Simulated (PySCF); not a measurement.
C₂H₆Si, neutral, multiplicity 1.

```xyz
9

Si     0.0000     0.0000     0.7548
C     -1.4357     0.0105    -0.4974
H     -2.3976     0.2700    -0.0541
H     -1.2514     0.6471    -1.3682
H     -1.5184    -1.0190    -0.8768
C      1.4357    -0.0105    -0.4974
H      1.2514    -0.6471    -1.3682
H      1.5184     1.0190    -0.8768
H      2.3976    -0.2700    -0.0541
```

The structure is a stationary point at B3LYP-D3(BJ)/def2-TZVP. The isomer is the one that the SMILES or the coordinates give; other isomers of the formula were not compared.

The numbers are results of HF/pcSseg-1 run with PySCF, not measurements. Non-relativistic, no solvent.

Computed absolute GIAO shielding of each atom: isotropic value and principal components (ppm):
```json
[
 {"atom": "Si1", "σ(iso)": "-347.2", "σ11": "-1488.4", "σ22": "28.6", "σ33": "418.3", "span": "1906.6"},
 {"atom": "C2", "σ(iso)": "156.7", "σ11": "108.0", "σ22": "178.1", "σ33": "184.2", "span": "76.2"},
 {"atom": "H3", "σ(iso)": "28.8", "σ11": "26.3", "σ22": "27.5", "σ33": "32.5", "span": "6.1"},
 {"atom": "H4", "σ(iso)": "30.6", "σ11": "26.7", "σ22": "30.0", "σ33": "35.1", "span": "8.5"},
 {"atom": "H5", "σ(iso)": "31.8", "σ11": "26.5", "σ22": "32.0", "σ33": "36.8", "span": "10.3"},
 {"atom": "C6", "σ(iso)": "156.7", "σ11": "108.0", "σ22": "178.1", "σ33": "184.2", "span": "76.2"},
 {"atom": "H7", "σ(iso)": "30.6", "σ11": "26.7", "σ22": "30.0", "σ33": "35.1", "span": "8.5"},
 {"atom": "H8", "σ(iso)": "31.8", "σ11": "26.5", "σ22": "32.0", "σ33": "36.8", "span": "10.3"},
 {"atom": "H9", "σ(iso)": "28.8", "σ11": "26.3", "σ22": "27.5", "σ33": "32.5", "span": "6.1"}
]
```
